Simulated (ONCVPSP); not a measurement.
# Xe, ONCV: configuration errors across variants

ONCVPSP 4.0.1 input, shortened (lines: element, Z, core and valence counts, functional; n l f; lmax; l rc ep ncon nbas qcut; lloc lpopt rc5 dvloc0; l nproj debl; icmod fcfact rcfact), LDA (Perdew-Wang 92), scalar-relativistic:

```
  Xe 54.00    6    5  -001012      upf
    1    0    2.00
    2    0    2.00
    2    1    6.00
    3    0    2.00
    3    1    6.00
    3    2   10.00
    4    0    2.00
    4    1    6.00
    4    2   10.00
    5    0    2.00
    5    1    6.00
    2
    0    1.35    0.00    3    7    7.70
    1    1.25    0.00    5    9   13.50
    2    1.40    0.00    4    8   11.50
    4    5    1.15    1.00
    0    3    0.60
    1    2    1.30
    2    3    1.50
    3    1.75    1.10
```

In the s channel the program set the typed energies aside and used -7.239, -0.734, 0.250 Ha. In the d channel the program set the typed energies aside and used -2.185, 0.250, 1.750 Ha.

All-electron excitation energies from the reference (eV): (1) 4s2 4p6 4d10 5s2 5p5 12.696; (2) 4s2 4p6 4d10 5s2 5p4 34.636; (3) 4s2 4p6 4d10 5s2 5p3 66.600; (4) 4s2 4p6 4d10 5s2 5p2 109.231.

1 further variants failed, have other tests or too few solved ones, and are left out.

Errors AE − PS in meV (a dash: test not solved or not reliable):

```csv
change,(1),(2),(3),(4),bound ghosts,GHOST(+) flags above zero
base,-3.1,-8.5,-17,-27,none,s
p: nbas 8,-3.1,-8.5,-16,-27,none,s
p: qcut 8.8,-3.1,-8.7,-17,-29,none,s
"core correction Teter function, fcfact 4.1, rcfact 1.1",-3.1,-8.5,-17,-27,none,s
d: rc 1.56,-3.0,-8.6,-17,-28,none,s
d: rc 1.76,-3.0,-8.7,-17,-30,none,s
s: qcut 6.3; p: qcut 11; d: qcut 9.3,-3.0,-8.7,-17,-29,none,s
"core correction Teter function, fcfact 1.75, rcfact 1.94",-3.0,-8.5,-17,-28,none,s
```

Question: Give the same row for: p: nproj 3.

Answer: -2.8, -8.0, -16, -26; bound ghosts: none; GHOST(+) flags above zero: s.
